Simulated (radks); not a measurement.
Results of a calculation; reference values are marked as such.
All-electron atom: Nb5+ in [Kr]. Level of theory: scalar-relativistic Kohn-Sham, r2SCAN, spin-unpolarised, spherical densities, finite nucleus; meta-GGA in the generalised Kohn-Sham scheme; Fermi nuclear charge, rms radius 4.324 fm (a radial shooting solver on a logarithmic mesh with Libxc functionals). Some entries of the table are withheld. Estimate them.

| orbital | occ. | eigenvalue (Ry) | <r^2> (bohr^2) |
|---|---|---|---|
| 1s | 2 | -1390.222 | 0.001758 |
| 2s | 2 | -199.4425 | 0.02941 |
| 2p | 6 | -178.4129 | 0.02319 |
| 3s | 2 | -37.58373 | 0.2237 |
| 3p | 6 | (1) | 0.2303 |
| 3d | 10 | (2) | 0.2251 |
| 4s | 2 | -8.87357 | 1.429 |
| 4p | 6 | -6.96843 | 1.707 |

Answer. 
(1) 3p eigenvalue (Ry): -30.63849
(2) 3d eigenvalue (Ry): -19.32976
